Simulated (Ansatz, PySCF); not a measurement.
Potential energy curve for MgH, doublet.

Levels of theory: UKS-PBE = unrestricted PBE/cc-pVDZ (Ansatz, an electronic-structure program); UKS-r2SCAN = unrestricted r2SCAN/cc-pVDZ (PySCF); UCCSD(T) = CCSD(T) on UHF/cc-pVDZ, 1 core orbital frozen in PySCF 2.14.0.

Energies relative to the lowest point of each curve near equilibrium, in kJ/mol; the last columns give the difference from UCCSD(T):

```json
[
 {"R / Å": "1.41", "UKS-PBE": "67.1", "UKS-r2SCAN": "65.6", "UCCSD(T)": "64.7", "UKS-PBE − UCCSD(T)": "2.4", "UKS-r2SCAN − UCCSD(T)": "1.0"},
 {"R / Å": "1.49", "UKS-PBE": "35.9", "UKS-r2SCAN": "34.4", "UCCSD(T)": "33.5", "UKS-PBE − UCCSD(T)": "2.5", "UKS-r2SCAN − UCCSD(T)": "0.9"},
 {"R / Å": "1.56", "UKS-PBE": "18.1", "UKS-r2SCAN": "16.8", "UCCSD(T)": "16.0", "UKS-PBE − UCCSD(T)": "2.1", "UKS-r2SCAN − UCCSD(T)": "0.8"},
 {"R / Å": "1.66", "UKS-PBE": "4.2", "UKS-r2SCAN": "3.4", "UCCSD(T)": "3.0", "UKS-PBE − UCCSD(T)": "1.2", "UKS-r2SCAN − UCCSD(T)": "0.4"},
 {"R / Å": "1.68", "UKS-PBE": "2.6", "UKS-r2SCAN": "2.0", "UCCSD(T)": "1.7", "UKS-PBE − UCCSD(T)": "1.0", "UKS-r2SCAN − UCCSD(T)": "0.3"},
 {"R / Å": "1.74", "UKS-PBE": "0.2", "UKS-r2SCAN": "0.0", "UCCSD(T)": "0.0", "UKS-PBE − UCCSD(T)": "0.2", "UKS-r2SCAN − UCCSD(T)": "0.0"},
 {"R / Å": "1.78", "UKS-PBE": "0.0", "UKS-r2SCAN": "0.2", "UCCSD(T)": "0.4", "UKS-PBE − UCCSD(T)": "-0.4", "UKS-r2SCAN − UCCSD(T)": "-0.2"},
 {"R / Å": "1.86", "UKS-PBE": "2.5", "UKS-r2SCAN": "3.4", "UCCSD(T)": "4.2", "UKS-PBE − UCCSD(T)": "-1.7", "UKS-r2SCAN − UCCSD(T)": "-0.8"},
 {"R / Å": "1.91", "UKS-PBE": "5.6", "UKS-r2SCAN": "7.0", "UCCSD(T)": "8.2", "UKS-PBE − UCCSD(T)": "-2.6", "UKS-r2SCAN − UCCSD(T)": "-1.2"},
 {"R / Å": "2.03", "UKS-PBE": "16.3", "UKS-r2SCAN": "19.0", "UCCSD(T)": "21.1", "UKS-PBE − UCCSD(T)": "-4.7", "UKS-r2SCAN − UCCSD(T)": "-2.1"},
 {"R / Å": "2.18", "UKS-PBE": "33.6", "UKS-r2SCAN": "37.7", "UCCSD(T)": "40.8", "UKS-PBE − UCCSD(T)": "-7.2", "UKS-r2SCAN − UCCSD(T)": "-3.1"},
 {"R / Å": "2.38", "UKS-PBE": "58.3", "UKS-r2SCAN": "63.8", "UCCSD(T)": "67.4", "UKS-PBE − UCCSD(T)": "-9.1", "UKS-r2SCAN − UCCSD(T)": "-3.6"},
 {"R / Å": "2.61", "UKS-PBE": "83.6", "UKS-r2SCAN": "90.0", "UCCSD(T)": "91.8", "UKS-PBE − UCCSD(T)": "-8.2", "UKS-r2SCAN − UCCSD(T)": "-1.9"},
 {"R / Å": "2.88", "UKS-PBE": "105.7", "UKS-r2SCAN": "112.5", "UCCSD(T)": "108.2", "UKS-PBE − UCCSD(T)": "-2.5", "UKS-r2SCAN − UCCSD(T)": "4.3"},
 {"R / Å": "3.11", "UKS-PBE": "117.9", "UKS-r2SCAN": "126.0", "UCCSD(T)": "114.1", "UKS-PBE − UCCSD(T)": "3.8", "UKS-r2SCAN − UCCSD(T)": "12.0"},
 {"R / Å": "3.48", "UKS-PBE": "127.4", "UKS-r2SCAN": "139.6", "UCCSD(T)": "116.6", "UKS-PBE − UCCSD(T)": "10.8", "UKS-r2SCAN − UCCSD(T)": "23.0"},
 {"R / Å": "3.82", "UKS-PBE": "129.8", "UKS-r2SCAN": "146.1", "UCCSD(T)": "116.7", "UKS-PBE − UCCSD(T)": "13.2", "UKS-r2SCAN − UCCSD(T)": "29.4"}
]
```

UKS-PBE is furthest from UCCSD(T) at 3.82 (13.2 kJ/mol, above); its mean absolute difference over the points is 4.3 kJ/mol.

UKS-r2SCAN is furthest from UCCSD(T) at 3.82 (29.4 kJ/mol, above); its mean absolute difference over the points is 5.0 kJ/mol.

The scan ran from 1.41 to 6.96 Å; beyond the distances shown one of the unrestricted levels run for this scan, shown here or not, changes its spin distribution in one step. The unrestricted determinant behind UCCSD(T) is spin-contaminated at 2.38 to 3.11 Å (<S²> up to 0.9, against 0.75 for a pure doublet).
